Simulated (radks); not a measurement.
Results of a calculation; reference values are marked as such.
Neutral magnesium, 12 electrons, occupied as [Ne] 3s1 4f1 (not the ground configuration).

Code: a radial shooting solver on a logarithmic mesh with Libxc functionals. Model: Dirac Kohn-Sham, PBEsol, spin-unpolarised, spherical densities, finite nucleus; open shells fill j = l - 1/2 first; Fermi nuclear charge, rms radius 3.057 fm.

Energy parts (hartree):
part                      energy
total                 -199.58252
kinetic                199.83156
electron-nucleus      -476.49148
Hartree                 92.79925
exchange-correlation   -15.72184

Orbitals (lengths in bohr, moments of r in powers of bohr; r(90%) holds 90 % of the orbital's charge):
1s1/2: occ. 2; eigenvalue (hartree) -46.45349; r(90%) 0.234; <r> 0.1308
2s1/2: occ. 2; eigenvalue (hartree) -3.19506; r(90%) 1.11; <r> 0.6976
2p1/2: occ. 2; eigenvalue (hartree) -1.98743; r(90%) 1.17; <r> 0.6863
2p3/2: occ. 4; eigenvalue (hartree) -1.97683; r(90%) 1.18; <r> 0.6886
3s1/2: occ. 1; eigenvalue (hartree) -0.35284; r(90%) 4.24; <r> 2.807
4f5/2: occ. 1; eigenvalue (hartree) -0.01573; r(90%) 24.1; <r> 17.46
4f7/2: occ. 0; eigenvalue (hartree) -0.01573; r(90%) 24.1; <r> 17.46

The highest occupied level is 4f5/2 at -0.428 eV. The density falls to 0.001 e/bohr^3 at r = 3.82 bohr. The electron density at the nucleus is 1155 e/bohr^3.
